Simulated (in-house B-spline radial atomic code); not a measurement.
How numerical settings move a run on neutral cobalt, [Ar] 3d7 4s2. Computed with an all-electron radial atomic-structure program (B-spline basis): Dirac-Kohn-Sham BLYP, spherical fractional occupations, Fermi nucleus of rms radius 3.7875 fm.

Command:
```bash
python run_scf.py task.json out
```
Settings of the sound reference run:
```
Z                27
electrons        27
configuration    [Ar] 3d7 4s2
hamiltonian      dirac
method           b88,lyp
spin_polarised   False
nucleus          fermi
rms_radius       3.7875
mass_number      59
atomic_mass      58.93319
speed_of_light   137.036
knot_spacing     0.22
spline_order     8
gauss_points     12
box_radius       50
max_iterations   70
damping          0.5
damped_steps     3
diis_vectors     10
tolerance        1e-08
start            Thomas-Fermi
```

Run time, properties included: 2 s on 1 thread of Arm Neoverse N1, on a shared host.

It converges in 10 iterations to -1393.511125 hartree, with 4s1/2 at -5.41399 eV. The other runs change the listed settings, some to values that make no sense; their results aren't properties of the atom or ion. Radii are in bohr (the nuclear one in fm), a minus after a letter asks for a j subshell, and «unchanged» means within 1e-8 hartree. The run stops when the residual is below 10 × tolerance × max(1, Z/10), or a noise floor if that is larger, and the energy moves by less than 1e-8 × √|E| hartree; so very loose and very tight tolerances often act alike.

| changed settings | outcome |
| --- | --- |
| knot_spacing = 0.15 | converged in 10 iterations, energy -1.14e-06 hartree from the reference, 4s1/2 level -4.3e-07 eV |
| knot_spacing = 0.75 | converged in 10 iterations, energy +1.42e+00 hartree from the reference, 4s1/2 level +8.0e-02 eV |
| damped_steps = 30 | converged in 28 iterations, energy unchanged, 4s1/2 level +1.0e-05 eV |
| damped_steps = 8 | converged in 13 iterations, energy unchanged, 4s1/2 level +1.1e-05 eV |
| box_radius = 15, max_iterations = 50, diis_vectors = 0, tolerance = 1e-10 | converged in 28 iterations, energy +5.40e-07 hartree from the reference, 4s1/2 level +9.6e-05 eV (the program warns: 4s1/2 reaches the box edge) |
| damping = 0.8 | converged in 12 iterations, energy unchanged, 4s1/2 level +1.5e-05 eV |
| max_iterations = 2, damping = 0.95, tolerance = 1e-06 | not converged after 2 iterations, last residual 3.8e-01, last energy +4.37e+00 hartree from the reference |
| knot_spacing = 0.55 | converged in 10 iterations, energy +3.23e-02 hartree from the reference, 4s1/2 level +2.2e-03 eV |
| max_iterations = 75, damped_steps = 30, tolerance = 0.01 | converged in 17 iterations, energy +9.35e-08 hartree from the reference, 4s1/2 level -1.2e-03 eV |
| damping = 0 | converged in 14 iterations, energy unchanged, 4s1/2 level +1.2e-06 eV |
| damped_steps = 0 | converged in 9 iterations, energy unchanged, 4s1/2 level +7.1e-06 eV |
| max_iterations = 5, damped_steps = 30, diis_vectors = 0, tolerance = 0.0001 | not converged after 5 iterations, last residual 2.6e-02, last energy +2.33e-02 hartree from the reference |
| method = hf, speed_of_light = 24.31019 | converged in 12 iterations to -2126.3255 hartree, a different physical problem |
| electrons = 30, configuration = [Ar] 3d7 4s2 5s3, max_iterations = 75 | stopped with error: shell 5s holds at most 2 electrons |
| electrons = 35, configuration = [Ar] 3d7 4s2 6s2 6p6, max_iterations = 75 | not converged after 75 iterations, last residual 1.5e-01 |
| damping = 0.95 | converged in 12 iterations, energy unchanged, 4s1/2 level +5.3e-06 eV |

What happens with knot_spacing = 2?

Converged in 10 iterations, energy +2.75e+02 hartree from the reference, 4s1/2 level +9.9e-01 eV (the program warns: 2s1/2 reaches the box edge; 3s1/2 reaches the box edge).

What happens with max_iterations = 75, damping = 0.2, damped_steps = 1, start = bare nucleus?

Converged in 12 iterations, energy unchanged, 4s1/2 level +5.8e-06 eV.

What happens with damped_steps = 1?

Converged in 10 iterations, energy unchanged, 4s1/2 level +5.1e-06 eV.

What happens with knot_spacing = 1.4?

Converged in 10 iterations, energy +7.84e+01 hartree from the reference, 4s1/2 level +1.2e-01 eV.
